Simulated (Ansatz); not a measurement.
System: C2H5BO2, net charge 0, singlet state. 
Structure (B3LYP-D3(BJ)/def2-TZVP (Ansatz, a program for electronic structure) minimum search):
```xyz
10

C      2.0292     0.0201     0.3028
C      0.8568    -0.6031     0.4104
B     -0.5128    -0.0248    -0.0674
O     -0.6727     1.2027    -0.6590
O     -1.6268    -0.7923     0.1158
H      2.1242     1.0086    -0.1392
H      2.9586    -0.4180     0.6481
H      0.8474    -1.5902     0.8649
H      0.1416     1.7019    -0.7644
H     -2.4280    -0.3631    -0.2056
```

Basis-set convergence of Hartree-Fock and MP2 correlation energies (hartree) with Ansatz. Cores are frozen in the correlated levels unless marked. Spin-orbit coupling is left out. No relativistic terms.

```csv
basis,functions,E(HF),"E(corr, MP2)"
cc-pVDZ,95,-253.17663,-0.71753
cc-pVTZ,220,-253.25746,-0.89894
cc-pVQZ,425,-253.27620,-0.96387
```

Extrapolating the two largest sets (X = 3 and 4) as X^-3: E(corr) = (64·(-0.96387) - 27·(-0.89894))/37 = -1.0113 Eh, an estimate of the basis-set limit. The largest set recovers 95.3 % of it, the smallest 71.0 %.
